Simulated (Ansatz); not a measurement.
Ligand exchange: BH(CH3)Cl + GaH2I → BH(CH3)I + GaH2Cl

Species: BH(CH3)Cl, singlet; GaH2I `[GaH2][I]`, singlet; BH(CH3)I, singlet; GaH2Cl `[Cl][GaH2]`, singlet. The partners trade Cl for I: B–Cl and Ga–I bonds give way to B–I and Ga–Cl.

Shapes, held fixed at every level: PBE0-D4/def2-TZVP. Programs: Ansatz 0.2.0. The zero-point and thermal change to 298 K, harmonic and unscaled (PBE0-D4/def2-TZVP), is -1.0 kJ/mol.

Question: Estimate ΔH(298 K) of this reaction.

Answer: The highest level, CCSD(T)/def2-TZVPP, gives ΔH(298 K) = +32.5 kJ/mol; the levels span +32.5 to +42.6. The column of differences is taken from that level and isn't an error. No measured value is set beside it here. For atoms past krypton def2 sets carry core potentials with scalar relativity. Relativity is left out for Ga. Outer-core shells of Ga, I are correlated in most correlated rows, in sets that cover them unevenly. Times are processor times on shared x86 and Arm servers, and rough.

| level | kind | ΔH(298 K) (kJ/mol) | less CCSD(T)/def2-TZVPP | CPU time (sum over the molecules) |
| --- | --- | --- | --- | --- |
| HF/def2-SVP | Hartree–Fock | +42.6 | +10.1 | – |
| SPW92/def2-TZVPP | LDA | +37.3 | +4.8 | 5.5 s |
| r2SCAN-D4/def2-TZVPP | meta-GGA | +35.1 | +2.6 | 19 s |
| PBE0-D4/def2-TZVPP | global hybrid | +36.7 | +4.2 | 12 s |
| r2SCAN0-D4/def2-TZVPP | global hybrid | +36.8 | +4.3 | 20 s |
| wB97X-V/def2-TZVPP | range-separated hybrid | +35.4 | +2.9 | 32 s |
| CCSD(T)/def2-SVP | coupled cluster or CI | +41.8 | +9.3 | 11 s |
| CCSD(T)/def2-TZVPP | coupled cluster or CI | +32.5 | 0.0 | 1.9 min |
